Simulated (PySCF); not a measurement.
SrF2, SMILES [Sr]([F])[F].

Geometry: B3LYP-D3(BJ)/def2-TZVP. The isomer is the one that the SMILES or the coordinates give; other isomers of the formula were not compared. The def2 effective core potentials stand for the cores of Sr; spin–orbit coupling is left out.

All values below come from HF/def2-TZVPD (PySCF).

Symmetry labels are those of the subgroup C2v that the program uses (full group C2v).

List the valence orbital energies around the gap with their symmetry. (Estimate from the structure and the level; the computed values follow.)


| orbital | symmetry | energy (eV) |
|---|---|---|
| HOMO−7 | A1 | -28.93 |
| HOMO−6 | B2 | -28.38 |
| HOMO−5 | A1 | -14.35 |
| HOMO−4 | B2 | -13.89 |
| HOMO−3 | A2 | -13.82 |
| HOMO−2 | A1 | -13.66 |
| HOMO−1 | B1 | -13.65 |
| HOMO | B2 | -13.41 |
| LUMO | A1 | -0.37 |
| LUMO+1 | B1 | 0.73 |
| LUMO+2 | A1 | 1.30 |
| LUMO+3 | B2 | 1.38 |
